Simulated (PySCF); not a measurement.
Input file for PySCF: D3(BJ) and D4 dispersion corrections on H4SeSi (SMILES [SiH3][SeH]).

```python
from pyscf import gto
from pyscf.dispersion import dftd3, dftd4

mol = gto.M(
    atom='''
    Si    0.61402893   -1.35464198    0.86010965
    Se   -0.47343933    0.68384332    0.98736016
    H     0.05015240   -2.15991716   -0.24270941
    H     2.01749974   -0.99593806    0.57953026
    H     0.48859011   -2.07772637    2.13964288
    H    -1.75219666    0.08040352    1.39748303
    ''',
    basis='def2-svp',
    charge=0, spin=0, verbose=0, max_memory=1800)
d3, d4 = {}, {}
for xc in ['hf', 'pbe', 'blyp', 'revpbe', 'tpss', 'r2scan', 'b3lyp', 'pbe0', 'bhlyp', 'camb3lyp', 'b2plyp']:
    d3[xc] = float(dftd3.DFTD3Dispersion(mol, xc=xc, version='d3bj', atm=False).get_dispersion()['energy'])
    print(f'D3(BJ) {xc:10s} {d3[xc]:14.8f} Eh')
for xc in ['hf', 'pbe', 'blyp', 'revpbe', 'tpss', 'r2scan', 'b3lyp', 'pbe0', 'bhlyp', 'camb3lyp', 'b2plyp']:
    d4[xc] = float(dftd4.DFTD4Dispersion(mol, xc={'camb3lyp': 'cam-b3lyp'}.get(xc, xc), atm=True).get_dispersion()['energy'])
    print(f'D4     {xc:10s} {d4[xc]:14.8f} Eh')
```

The log:

```
D3(BJ) hf            -0.03569910 Eh
D3(BJ) pbe           -0.00405193 Eh
D3(BJ) blyp          -0.00929693 Eh
D3(BJ) revpbe        -0.00984362 Eh
D3(BJ) tpss          -0.00527119 Eh
D3(BJ) r2scan        -0.00106852 Eh
D3(BJ) b3lyp         -0.00773624 Eh
D3(BJ) pbe0          -0.00365358 Eh
D3(BJ) bhlyp         -0.00668411 Eh
D3(BJ) camb3lyp      -0.00357650 Eh
D3(BJ) b2plyp        -0.00391781 Eh
D4     hf            -0.01307943 Eh
D4     pbe           -0.00378917 Eh
D4     blyp          -0.00832326 Eh
D4     revpbe        -0.01061479 Eh
D4     tpss          -0.00509272 Eh
D4     r2scan        -0.00082301 Eh
D4     b3lyp         -0.00622900 Eh
D4     pbe0          -0.00317971 Eh
D4     bhlyp         -0.00528429 Eh
D4     camb3lyp      -0.00326200 Eh
D4     b2plyp        -0.00260221 Eh
```

The run finished.

Cost: about 0.020 core-seconds (a rough figure).
